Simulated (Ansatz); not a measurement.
C₅H₆O, singlet, geometry from GFN2-xTB; MP2/def2-TZVPPD (Ansatz, a first-principles code).

Input for Ansatz:
Ansatz 0.2 input:
```yaml
crystal:
  periodic: [false, false, false]
  atoms:
    - {symbol: C, position_ang: [1.80638033, 0.78199171, 0.45047481]}
    - {symbol: C, position_ang: [0.57166580, 0.48165759, 0.08097101]}
    - {symbol: C, position_ang: [-0.57957687, 1.24082584, -0.53686845]}
    - {symbol: C, position_ang: [-1.42050967, -0.05252816, -0.50216590]}
    - {symbol: C, position_ang: [-0.22837140, -0.76662303, 0.11867376]}
    - {symbol: O, position_ang: [-0.02706529, -1.89012654, 0.48728392]}
    - {symbol: H, position_ang: [2.44965406, 0.03274551, 0.88119180]}
    - {symbol: H, position_ang: [2.21398852, 1.77407179, 0.33760981]}
    - {symbol: H, position_ang: [-0.37431644, 1.62649791, -1.53407216]}
    - {symbol: H, position_ang: [-0.96120296, 2.05144075, 0.08164189]}
    - {symbol: H, position_ang: [-1.71149945, -0.45004155, -1.47239417]}
    - {symbol: H, position_ang: [-2.29763049, -0.02564573, 0.14124005]}
basis:
  gaussian:
    orbitals: def2-TZVPPD.json
magnetization: {spin_polarized: false}
correlation: {method: mp2}
```
The basis file holds def2-TZVPPD in the JSON format of the Basis Set Exchange.

Output, abridged:

```
Functional definition: HF
1920 factors; integrals over basis functions are off by at most 1.3e-3 eV
mean field evaluation 1: about -7281.0376 eV, gradient 4.3e1 eV
mean field evaluation 2: about -7281.2264 eV, gradient 4.3e1 eV
mean field evaluation 4: about -7285.6309 eV, gradient 6.2e0 eV
mean field evaluation 8: about -7285.7532 eV, gradient 5.9e-1 eV
mean field evaluation 16: about -7285.7557 eV, gradient 1.5e-6 eV
mean field -7285.75565468 eV, -267.7465818469 hartree, gradient 1.5e-6 eV, S^2 0.000000; 0 other end points of the search recorded, 0 dependent functions left out; unrestricted orbitals would lower it
6 core orbitals not correlated
reference -7285.75565468 eV, -267.7465818469 hartree; 16, 16 occupied and 305, 305 virtual orbitals, 1920 factors
second order -28.06492922 eV of doubles, -0.00000000 eV of singles
Total energy: -7313.82058390 eV, -268.7779489727 hartree
```
